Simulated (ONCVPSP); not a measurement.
## Varying the ONCV potential for B (Z = 5)

Base potential:

boron, optimised norm-conserving Vanderbilt (ONCV), made with ONCVPSP 4.0.1 (PBE, scalar-relativistic). Core [He], reference 2s2 2p1. Waves: 2s: rc 1.35 bohr, ncon 4, nbas 9, qcut 5.7 1/bohr, 3 projectors, debl 1.6 Ha; 2p: rc 2.90 bohr, ncon 4, nbas 7, qcut 4.9 1/bohr, 3 projectors, debl 2.5 Ha. Local part: polynomial inside 1.15 bohr (lpopt 5, dvloc0 6 Ha). Core correction: Teter function, fcfact 4.75, rcfact 1.4.

Cutoffs, loose and tight: the cutoffs (Ha) at which the residual kinetic energy of the hardest occupied pseudo-wave falls to 1 and 0.1 mHa per electron. They do not see the model core or the augmentation charge, which bear on the density cutoff. Test errors are all-electron minus pseudo excitation energies from the reference, over the configurations 2s2 2p0; 2s1 2p0; 2s2 2p0.5; 2s1 2p1. A dash means not determined; rows that change the core or the reference have their own tests.

A true bound ghost makes a file unfit for plane-wave use even where its test errors are small: the radial tests pick states by their node count and pass the ghost by.

```csv
change,outcome,"cutoff, loose","cutoff, tight",bound ghosts,GHOST(+) flags above zero,largest test error (meV)
base,generated,12 Ha,16 Ha,s,s,+253
"s: rc 0.96; local potential polynomial inside 0.96 bohr (lpopt 5, dvloc0 6 Ha)","failed: ERROR pspot: first pseudo wave function has node, program will stop",–,–,–,–,–
"s: rc 1.1; local potential polynomial inside 1.10 bohr (lpopt 5, dvloc0 6 Ha)",generated,12 Ha,17 Ha,s,s,+253
s: rc 1.24,generated,12 Ha,16 Ha,s,s,+254
s: rc 1.4,generated,12 Ha,16 Ha,none,s,+253
s: rc 1.52,generated,11 Ha,14 Ha,none,none,+252
s: rc 1.66,generated,10 Ha,13 Ha,none,none,+250
s: rc 1.84,generated,9.4 Ha,12 Ha,none,none,+246
s: rc 1.92,generated,9.1 Ha,12 Ha,none,none,+244
```

Reading the sweep of the s radius (base included, trends over the rows without a ghost): The loose cutoff falls from 12 Ha at 1.4 to 9.1 Ha at 1.92 bohr. A larger radius leaves more room for a smooth pseudo-wave, so fewer plane waves are needed; a smaller one forces it to follow the all-electron wave where it bends sharply. The median size of the test errors (rows with all tests solved) stays near 51.3 meV. Bound ghosts are found at 1.1, 1.24, 1.35 bohr. The generation fails at 0.96 bohr.
